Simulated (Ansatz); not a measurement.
The same path of C₂H₈BN (12 atoms, charge 0, multiplicity 1) was run twice with different band settings. The coordinate that changes most is the dihedral C1–B2–N4–H11.

All numbers below come from RKS PBE0-D4/def2-SVP (Ansatz 0.2.0).

Relaxed end points:

```xyz
12
Properties=species:S:1:pos:R:3
C -0.722 1.138 -0.631
B -0.040 -0.178 -0.074
C 1.015 -0.099 1.104
N -0.373 -1.421 -0.627
H -1.427 0.969 -1.461
H -1.270 1.656 0.175
H 0.044 1.853 -0.979
H 0.573 0.394 1.986
H 1.411 -1.075 1.425
H 1.872 0.531 0.808
H -1.037 -1.530 -1.382
H 0.030 -2.293 -0.310
```

```xyz
12
Properties=species:S:1:pos:R:3
C -0.724 1.138 -0.629
B -0.041 -0.179 -0.075
C 1.015 -0.099 1.103
N -0.370 -1.421 -0.630
H -1.427 0.972 -1.461
H -1.274 1.653 0.177
H 0.041 1.855 -0.973
H 0.579 0.408 1.981
H 1.401 -1.076 1.436
H 1.878 0.518 0.801
H 0.034 -2.292 -0.312
H -1.033 -1.533 -1.386
```

Common settings: movable images 7; climbing image yes; spring 5.0 eV/Å²; start path through a guess of the saddle point; force threshold 0.05 eV/Å; iteration limit 60; end points relaxed.

| run | optimiser | largest step |
| --- | --- | --- |
| 1 | quadratic models (default) | default |
| 2 | fire | 0.02 Å |

(1) What does each run give, and how far can it be trusted?

## Answers

(1) Run 1: converged after 16 iterations, highest image 1.157 eV above the first end. A vibrational analysis at the climbing image gives one clearly imaginary mode, 524i cm⁻¹: a first-order saddle point.
Run 2: converged after 42 iterations, highest image 1.201 eV above the first end. The order of the stationary point at the top wasn't checked.
